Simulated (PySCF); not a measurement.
One of the candidates below gave these computed data.

All candidates are C2H6OSSi.

| technique | computed result |
| --- | --- |
| Valence photoelectron | vertical ionisation energy: 8.97 eV [ΔSCF CAM-B3LYP/def2-SVPD] |
| UV, first state | lowest singlet excitation: 3.46 eV (359 nm, f = 0.000) [TDDFT CAM-B3LYP/def2-SVPD] |
| Dipole | 1.75 D [CAM-B3LYP/def2-SVPD] |
| NMR, other nuclei | isotropic shieldings of nuclei other than C and H, by class: 43 (1 O), 406 (1 Si), 112 (1 S) ppm [GIAO KT3/pcSseg-2] |
| Triplet | lowest triplet excitation (Tamm–Dancoff): 3.10 eV [TDA CAM-B3LYP/def2-SVPD] |
| UV, strongest line | among the 10 lowest singlet transitions: S3 at 6.18 eV (201 nm, f = 0.136) [TDDFT CAM-B3LYP/def2-SVPD] |
| Polarisability | 76.7 au [CAM-B3LYP/def2-SVPD] |
| Rotational structure | rotational constants A, B, C: 4.812, 2.373, 1.638 GHz [PBE0-D3(BJ)/def2-SVP] |
| 1H NMR | chemical shifts (computed TMS as zero) by class: 4.89 (3 H), 2.71 (3 H) ppm [GIAO KT3/pcSseg-2] |
| 13C NMR | chemical shifts (computed TMS as zero) by class: 222.0 (1 C), 34.7 (1 C) ppm [GIAO KT3/pcSseg-2] |

The electronic properties come from PySCF, for the isolated species, density fitting. Levels stand in brackets. One conformer (not necessarily the lowest) at the PBE0-D3(BJ)/def2-SVP geometry, without solvent, vibrations or thermal averaging. NMR values are class means; diastereotopic atoms form classes of their own.

Task: Which candidate is it?
A. `CC(=S)[SiH2]O`
B. `CC(=O)[SiH2]S`
C. `CC(=S)O[SiH3]`

Result: C. It is `CC(=S)O[SiH3]`. Numbering: `[CH3:1][C:2](=[S:3])[O:4][SiH3:5]`. Its formula, C2H6OSSi, gives 1 degree of unsaturation: 0 rings and 1 π bond in the structure found. 2 carbons fall into 2 classes; from least to most shielded: thiocarbonyl carbon [C2] (222.0 ppm), methyl carbon [C1] (34.7 ppm). Hydrogen classes from least to most shielded: 3 H on an oxygen-bound silicon, Si5 (4.89 ppm, a mean of values up to 0.5 ppm apart in this geometry), 3 H on a methyl carbon, C1 (2.71 ppm). The other shieldings belong to: 43 ppm, silyl ether oxygen [O4]; 406 ppm, oxygen-bound silicon [Si5]; 112 ppm, thiocarbonyl sulfur [S3]. S1 is mainly HOMO→LUMO (weight 0.99); the largest Löwdin shares of the orbital it empties are 0.73 on the thiocarbonyl sulfur, 0.10 on the thiocarbonyl carbon, 0.04 on the silyl ether oxygen and 0.04 on the oxygen-bound silicon, of the orbital it fills 0.38 on the thiocarbonyl carbon, 0.35 on the thiocarbonyl sulfur, 0.13 on the silyl ether oxygen and 0.06 on the methyl carbon. By its constants the optimised geometry is an asymmetric top.

The others, at the same levels:
- `CC(=O)[SiH2]S` fails: its computed 1H shifts are 4.89 (2 H), 2.49 (3 H), 2.31 (1 H) ppm, lowest singlet excitation is 3.76 eV (330 nm, f = 0.001) (against 3.46 eV) and vertical ionisation energy is 9.54 eV (against 8.97 eV).
- `CC(=S)[SiH2]O` fails: its computed 13C shifts are 303.5 (1 C), 45.9 (1 C) ppm, 1H shifts are 4.89 (2 H), 3.56 (3 H), 2.72 (1 H) ppm and rotational constant A is 4.231 GHz (against 4.812 GHz).

Each candidate is one conformer, not necessarily the lowest. The conformers computed, where there is a choice (atom-mapped SMILES and torsion angles):
- `[CH3:1][C:2](=[S:3])[O:4][SiH3:5]`: C1–C2–O4–Si5 -179°
- `[CH3:1][C:2](=[O:3])[SiH2:4][SH:5]`: C1–C2–Si4–S5 -173°, H–S5–Si4–C2 -6°
- `[CH3:1][C:2](=[S:3])[SiH2:4][OH:5]`: C1–C2–Si4–O5 177°, H–O5–Si4–C2 3°
